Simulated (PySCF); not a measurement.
CdI, SMILES [Cd][I] (connectivity only; charge and spin as stated), neutral, multiplicity 2. Atoms are numbered in the order given.

```xyz
2

Cd     0.0000     0.0000    -1.4462
I      0.0000     0.0000     1.3098
```
Charge 0, spin multiplicity 2.

The structure is a stationary point at B3LYP-D3(BJ)/def2-TZVP. The multiplicity is an assumed one; other spin states were not compared. The def2 effective core potentials stand for the cores of Cd, I; spin–orbit coupling is left out.

These are PySCF with B3LYP/def2-TZVPD values and carry that method's errors.

Isolated molecule, no solvent.

Computed frontier levels, dipole moment and polarisability:
```
Property                                                          Result
-----------------------------------------------  -----------------------
α spin, highest occupied and lowest empty level       -6.18 and -1.33 eV
β spin, highest occupied and lowest empty level       -6.99 and -4.30 eV
dipole moment                                                     3.08 D
mean static polarisability                         83.6 bohr³ (12.39 Å³)
polarisability, principal values                 66.0, 66.0, 119.0 bohr³
⟨S²⟩                                             0.754 (pure state 0.75)
```
